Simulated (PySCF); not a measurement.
SMILES OC[C](O)C, doublet, PBE0/def2-SVP optimised geometry.

```
12

C      0.05     1.02     0.00
C     -0.48     0.29    -1.18
O     -1.81     0.50    -1.39
C      0.06    -1.05    -1.56
O     -0.21    -2.06    -0.60
H     -0.28     0.56     0.95
H      1.15     1.02     0.00
H     -0.30     2.06     0.00
H     -2.07     0.05    -2.20
H      1.15    -1.00    -1.66
H     -0.34    -1.33    -2.56
H     -1.15    -2.03    -0.41
```

Density from unrestricted PBE0/def2-TZVP run with PySCF at that geometry.

Minimum of the electron density along straight lines between bonded atoms, close to the bond critical point (lines longer than 1.1 times the sum of covalent radii, or with two minima, are not listed):

```csv
bond,length / Å,ρ at the minimum / e bohr⁻³,∇²ρ there / e bohr⁻⁵,position (fraction from the first atom)
C1–C2,1.484,0.268,-0.72,0.49
C2–O3,1.370,0.281,-0.39,0.34
C2–C4,1.490,0.272,-0.73,0.51
C4–O5,1.417,0.261,-0.59,0.36
C1–H6,1.108,0.265,-0.87,0.64
C1–H7,1.100,0.272,-0.91,0.64
C1–H8,1.101,0.272,-0.91,0.64
O3–H9,0.965,0.360,-2.45,0.81
C4–H10,1.101,0.281,-0.99,0.65
C4–H11,1.113,0.271,-0.91,0.64
O5–H12,0.964,0.362,-2.44,0.80
```
